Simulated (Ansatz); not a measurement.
`C=[C]1C[CH2][Zn]1`, charge 0, multiplicity 1.

(1) Give a relaxed structure at PBE0-D4/def2-TZVP (the Gaussian-basis code of Ansatz). (An estimate is asked.)

Answers

(1) Computed: 
```xyz
11

C    -0.389    1.978    0.534
C    -0.514    0.775    0.000
C     0.475   -0.410    0.155
C     0.055   -1.663   -0.641
Zn   -1.523   -0.503   -1.136
H     0.459    2.258    1.159
H    -1.136    2.747    0.371
H     0.537   -0.652    1.221
H     1.459   -0.068   -0.179
H     0.727   -1.924   -1.455
H    -0.150   -2.539   -0.029
```
Point group Cs.
This is one stationary point; other conformers may exist.
